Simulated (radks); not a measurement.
Species: Ho III. Configuration: [Xe] 4f9.5 6p1.5 (fractional occupations, a model configuration).

Method: scalar-relativistic Kohn-Sham, SCAN, spin-polarised, spherical densities, finite nucleus; open shells are filled with parallel spins first (spin-orbit coupling, left out, can overturn this in heavy ions); meta-GGA in the generalised Kohn-Sham scheme; Fermi nuclear charge, rms radius 5.2022 fm; computed with a radial shooting solver on a logarithmic mesh with Libxc functionals.

Energy parts (hartree):
total: -12615.8996
kinetic: 13642.6128
electron-nucleus: -30843.6040
Hartree: 4855.5183
exchange-correlation: -270.4267

Orbitals (lengths in bohr, moments of r in powers of bohr; <r^-3> diverges for s and p1/2; r(max) is where P^2 peaks; r(90%) holds 90 % of the orbital's charge):
orbital,occ.,eigenvalue (hartree),r(max),<r^-3>,r(90%)
1s up,1,-2043.149,0.01311,-,0.0376
1s down,1,-2043.148,0.01311,-,0.0376
2s up,1,-343.5684,0.07454,-,0.136
2s down,1,-343.5643,0.07454,-,0.136
2p up,3,-304.3501,0.06062,13550,0.127
2p down,3,-304.3468,0.06062,13550,0.127
3s up,1,-78.07732,0.2109,-,0.337
3s down,1,-77.98953,0.2109,-,0.336
3p up,3,-66.01019,0.2075,2903,0.342
3p down,3,-65.91919,0.2075,2910,0.342
3d up,5,-50.69052,0.1699,385.6,0.324
3d down,5,-50.61639,0.1698,386.5,0.323
4s up,1,-16.60170,0.4838,-,0.742
4s down,1,-16.41020,0.4837,-,0.743
4p up,3,-12.60155,0.5052,654.0,0.796
4p down,3,-12.41206,0.5051,651.0,0.798
4d up,5,-7.18616,0.5221,73.64,0.890
4d down,5,-6.99534,0.5222,73.11,0.893
4f up,7,-1.29086,0.5164,10.85,1.28
4f down,2.5,-1.10577,0.5189,10.54,1.33
5s up,1,-2.87307,1.112,-,1.77
5s down,1,-2.83075,1.124,-,1.80
5p up,3,-1.89322,1.260,92.67,2.08
5p down,3,-1.85869,1.272,89.75,2.10
6p up,1.5,-0.51901,3.409,12.74,5.27

The highest occupied level is 6p up at -14.123 eV. The electron density at the nucleus is 8.47e+05 e/bohr^3 (large components only).
